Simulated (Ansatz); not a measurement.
Mulliken charges of `NBPS` from ωB97M-V/def2-TZVPP in Ansatz (PBE0-D4/def2-TZVP geometry).

| atom | x (Å) | y (Å) | z (Å) | charge (e) |
| --- | --- | --- | --- | --- |
| N1 | 0.614 | 1.315 | -0.950 | -0.187 |
| B2 | 0.769 | 0.115 | -0.280 | -0.031 |
| P3 | -0.763 | -1.087 | -0.204 | -0.085 |
| S4 | -1.031 | -0.858 | 1.897 | -0.215 |
| H5 | -0.235 | 1.576 | -1.426 | 0.136 |
| H6 | 1.331 | 2.021 | -0.982 | 0.142 |
| H7 | 1.811 | -0.126 | 0.255 | 0.066 |
| H8 | -0.046 | -2.311 | -0.161 | 0.052 |
| H9 | -2.361 | -0.691 | 1.835 | 0.122 |

**Question.** By hand: the dipole of these point charges (1 e Å = 4.8032 D).

**Answer.** Σ q r = (0.134, 0.316, -0.305) e Å, of length 0.459 e Å = 2.20 D.

**Question.** How does the dipole of the full density compare? (An estimate is asked.)

**Answer.** The calculation gave: (0.051, 0.413, -0.343) e Å, 2.59 D; the point charges give 0.85 times that, at 12° from its direction.

Point charges leave out the atoms' own dipoles, such as those of lone pairs, and Mulliken's split depends on the basis, so the two needn't agree.
